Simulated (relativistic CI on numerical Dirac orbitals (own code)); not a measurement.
These numbers are calculated, not measured: Dirac-Coulomb-Breit CI, orbitals from a KLI potential per configuration, model QED, valence Slater integrals scaled by 0.9, P86 correlation estimate, and configurations built on the next ion tied to the tabulated ionisation energy (semi-empirical) (own radial code, finite nucleus).

Configurations in the expansion (outside the closed core 1s2): 2s²2p⁶, 2s²2p⁵3s, 2s²2p⁵3p, 2s²2p⁵3d, 2s²2p⁵4s, 2s2p⁶3s, 2s²2p⁵4p, 2s2p⁶3p, 2s²2p⁵4d, 2s²2p⁵4f, 2s2p⁶3d, 2s²2p⁴3s², 2s²2p⁴3s3p, 2s²2p⁴3p², 2s2p⁶4s, 2s²2p⁴3s3d, 2s2p⁶4p, 2s2p⁶4d, 2s²2p⁴3p3d, 2s2p⁶4f, 2s2p⁵3s², 2s²2p⁴3d², 2s2p⁵3s3p, 2s2p⁵3p². Levels of other configurations are missing.

Configurations that consist of the next ion and one excited electron were tied to the tabulated ionisation energy; Rydberg ones are usually within 1,000 to 3,000 cm⁻¹ and the lowest ones within about 6,000 (9,000 in d shells), while levels on excited terms of the next ion carry the error of that term, and the other configurations can be misplaced by 10,000 cm⁻¹ or more. Rates follow the energies as ν³ (E1, M1) or ν⁵ (E2), so rates, branching and lifetimes can be off by large factors.

Outline of the computed level scheme of Cl VIII. Lowest level of each configuration: 2s²2p⁶ ¹S0 at 0.000 eV; 2s²2p⁵3s ³P°2 at 209.160 eV; 2s²2p⁵3p ³S1 at 223.002 eV; 2s²2p⁵3d ³P°0 at 244.997 eV; 2s²2p⁵4s ³P°2 at 277.765 eV; 2s2p⁶3s ³S1 at 279.805 eV; 2s²2p⁵4p ³D3 at 283.786 eV; 2s²2p⁵4d ³P°0 at 290.813 eV.

Some strong electric-dipole decays among the lowest 45 levels: 2s²2p⁵3d ¹P°1 → 2s²2p⁶ ¹S0 (1.8e+12 s⁻¹); 2s²2p⁵3s ¹P°1 → 2s²2p⁶ ¹S0 (1.2e+11 s⁻¹); 2s²2p⁵3d ³D°1 → 2s²2p⁶ ¹S0 (9.9e+10 s⁻¹); 2s²2p⁵3s ³P°1 → 2s²2p⁶ ¹S0 (4.3e+10 s⁻¹); 2s²2p⁵4s ³P°1 → 2s²2p⁶ ¹S0 (3.0e+10 s⁻¹); 2s²2p⁵4s ¹P°1 → 2s²2p⁶ ¹S0 (2.8e+10 s⁻¹); 2s²2p⁵4s ³P°1 → 2s²2p⁵3p ¹D2 (1.6e+10 s⁻¹); 2s²2p⁵4s ³P°2 → 2s²2p⁵3p ³D3 (1.5e+10 s⁻¹).

LS names give the leading component of a level, which can be under half, so a name can repeat, a term be missing and a line seem to break the LS rules.
